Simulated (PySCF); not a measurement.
Numbering as in the mapped SMILES `[F:1][C:2]([F:3])([F:4])[C:5]1([F:6])[CH2:7][O:8][SiH2:9][O:10][CH2:11]1`. Each H is labelled by its parent atom.

[PySCF 2.14: σ from GIAO-PBE0/pcSseg-1; structure optimised with GFN2-xTB; one computed conformer; one averaged value for each set of equivalent atoms; isolated molecule; no relativistic terms]

Problem. List the cross peaks expected in HSQC, COSY and HMBC spectra.

Solution. 

HSQC (one-bond C–H):
```
                   δH             δC
4.98 (Hb(C7)/Ha(C11))  66.8 (C7/C11)
4.39 (Ha(C7)/Hb(C11))  66.8 (C7/C11)
```

COSY cross peaks (H two or three bonds apart, from the bond graph; peaks can be absent where the dihedral angle is near 90°):
```
                   δH                     δH
       5.06 (Hb(Si9))         4.68 (Ha(Si9))
4.98 (Hb(C7)/Ha(C11))  4.39 (Ha(C7)/Hb(C11))
```

HMBC (two and three bonds, from the bond graph):
```
                   δH                                    δC
       5.06 (Hb(Si9))                         66.8 (C7/C11)
4.98 (Hb(C7)/Ha(C11))  133.5 (C2), 89.3 (C5), 66.8 (C7/C11)
       4.68 (Ha(Si9))                         66.8 (C7/C11)
4.39 (Ha(C7)/Hb(C11))  133.5 (C2), 89.3 (C5), 66.8 (C7/C11)
```

δ = σ(ref) − σ, references computed at the same level: 1H (31.72 ppm) and 13C (186.93 ppm) against TMS.

Shifts are as computed. Against solution values, carbons near 30 ppm lie about +3 ppm off and those near 130 ppm about +5 ppm. Of 1211 compounds with measured shifts, 218 miss one by over three times the rms of a fit or turn the order of signals round; such compounds aren't used in these exercises.
